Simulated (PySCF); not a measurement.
Magnetic shielding above rings: a mixed set.

Definitions: NICS(0) = −σiso at the ring centroid; NICS(1) = −σiso and NICS(1)zz = −σzz at ±1 Å along the ring normal z. Level: GIAO PBE0/pcSseg-1 (PySCF, non-relativistic, gas phase) on the GFN2-xTB geometries, one conformer each. Atom numbers follow the mapped SMILES.

**Question.** Order these rings by mean NICS(1)zz, lowest (most negative) first (ppm).
A. ring P2–C4–C5–C6–C8 in `[CH3:1][P@@:2]1(=[S:3])[CH2:4][CH:5]=[C:6]([F:7])[CH2:8]1`
B. ring C2–C3–P8 in `[CH3:1][C:2]1=[C:3]([C:4]([F:5])([F:6])[F:7])[P:8]1[CH3:9]`
C. ring C4–C5–O6–C7 in `[CH3:1]/[N:2]=[CH:3]/[CH:4]1[CH2:5][O:6][CH2:7]1`
D. ring P4–C6–C8 in `[CH2:1]=[CH:2][CH2:3][P@:4]1(=[O:5])[C:6]([CH3:7])=[C:8]1[F:9]`
E. ring C1–C2–C3 in `[CH2:1]1[CH2:2][CH2:3]1`
F. ring C5–C6–C7–C8–O9 in `[SiH3:1][SiH2:2][PH:3][SiH2:4][c:5]1[cH:6][cH:7][cH:8][o:9]1`

**Answer.** F (-27.2), E (-23.7), B (-15.2), D (-9.1), A (-1.3), C (4.8).

```csv
SMILES,ring,NICS(0),NICS(1),NICS(1)zz,HOMA,rms pucker (Å),ring atoms with four or more neighbours
[SiH3][SiH2]P[SiH2]c1ccco1,5-membered ring with O; formal bonds all aromatic,-11.8,-10.7,-27.2,0.46,0.00,0
C1CC1,3-membered carbocycle; formal bonds all single,-44.1,-8.5,-23.7,–,0.00,3
CC1=C(C(F)(F)F)P1C,"3-membered ring with P; formal bonds 1 double, 2 single",-25.5,-7.3,-15.2,-1.20,0.00,0
C=CC[P@]1(=O)C(C)=C1F,"3-membered ring with P; formal bonds 1 double, 2 single",-20.7,-7.6,-9.1,–,0.00,1
C[P@@]1(=S)CC=C(F)C1,"5-membered ring with P; formal bonds 1 double, 4 single",-5.3,-3.3,-1.3,–,0.12,3
C/N=C/C1COC1,4-membered ring with O; formal bonds all single,2.2,2.4,4.8,–,0.01,3
```

NICS(0) gives another order. The isotropic NICS(1) gives another order. HOMA uses Krygowski's 1993 parameters; it is left out where a ring has a four-coordinate atom, a triple bond, no multiple bond or a kind of bond without parameters. NICS(1) and NICS(1)zz are means over the two faces.
